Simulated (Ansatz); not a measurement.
C2H5ClSSi (`C[Si]1(Cl)CS1`) at its PBE0-D4/def2-TZVP geometry, where that method's forces vanish. The species carries charge 0 and has multiplicity 1.

```xyz
10

C     0.3498    0.0029    1.5564
Si    0.4691    0.1114   -0.2838
Cl    2.3080   -0.5375   -0.9043
C    -0.9423   -0.1814   -1.4074
S    -0.4517    1.6364   -1.3446
H     0.5517   -1.0165    1.8921
H     1.0793    0.6685    2.0220
H    -0.6507    0.2992    1.8758
H    -1.9417   -0.3606   -1.0213
H    -0.7715   -0.6225   -2.3848
```

Q: What forces (eV/Å) does ωB97M-V/def2-TZVPP give on these atoms in the Gaussian-basis code of Ansatz? (Best estimate.)

A: Computed: 
```
C1   0.001 -0.004  0.020
Si2 -0.084 -0.016  0.030
Cl3  0.036 -0.010 -0.012
C4  -0.053 -0.140 -0.016
S5   0.021  0.112 -0.006
H6  -0.017  0.077 -0.021
H7  -0.053 -0.049 -0.032
H8   0.072 -0.023 -0.017
H9   0.095  0.014 -0.039
H10 -0.018  0.038  0.093
```
